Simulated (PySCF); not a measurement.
A side-by-side comparison of computed properties.

First species: C₇H₆OSi.
SMILES: `c1(c2ccc-2c1[SiH3])C=O`

Second species: C5H12N2.
SMILES: `N(NC)(C1CC1)C`

Levels: CAM-B3LYP/def2-SVPD for dipole moment, HOMO energy, LUMO energy, HOMO–LUMO gap, static isotropic polarisability and electronic spatial extent ⟨r²⟩ about the centre of nuclear charge; TDDFT CAM-B3LYP/def2-SVPD for lowest singlet excitation; TDA CAM-B3LYP/def2-SVPD for lowest triplet excitation (Tamm–Dancoff); GFN2-xTB for rotational constant A and rotational constant C. Geometries: GFN2-xTB. All species are isolated and taken at one optimised geometry, non-relativistic unless stated; the electronic structure was computed with PySCF and density fitting.

Dipoles, sizes and rotational constants follow the conformer. The torsions of the flexible species, by atom-mapped SMILES:
- `[O:1]=[CH:2][c:3]1[c:4]2[cH:5][cH:6][c:7]-2[c:8]1[SiH3:9]`: O1–C2–C3–C4 179°
- `[CH3:1][NH:2][N:3]([CH3:4])[CH:5]1[CH2:6][CH2:7]1`: C1–N2–N3–C4 -154°, N2–N3–C5–C6 -91°

Task: Which has the higher ⟨r²⟩?

Result: The first: 1433 bohr² against 856 bohr², a difference of 577 bohr².

Task: Which of the two has the higher dipole moment, and by how much?

Result: The first: 3.89 D against 1.35 D, a difference of 2.54 D.

Task: Which of the two has the higher rotational constant C, and by how much?

Result: The second: 1.542 GHz against 0.769 GHz, a difference of 0.773 GHz.

Task: Which has the higher LUMO energy?

Result: The second: 1.55 eV against -1.53 eV, a difference of 3.08 eV.

Task: Which has the higher HOMO energy?

Result: The second: -7.81 eV against -7.90 eV, a difference of 0.09 eV.

Task: Which has the higher rotational constant A?

Result: The second: 3.668 GHz against 2.086 GHz, a difference of 1.582 GHz.

Task: Which of the two has the higher S1 energy, and by how much?

Result: The second: 6.26 eV against 3.05 eV, a difference of 3.21 eV.

Task: Which has the higher T1 energy?

Result: The second: 5.99 eV against 2.22 eV, a difference of 3.77 eV.

On the first: The vertical singlet–triplet gap S1 − T1 is 0.83 eV (TDDFT singlet less Tamm–Dancoff triplet; S1: HOMO−1→LUMO, weight 0.95; T1: HOMO→LUMO, weight 0.89). 1 of the 8 computed singlets lies in the visible range (750 to 380 nm, 1.65 to 3.26 eV), with an oscillator strength of 0.000.

On the second: S1 lies 3.10 eV below the HOMO–LUMO gap; its leading configuration is HOMO→LUMO, weight 0.55.
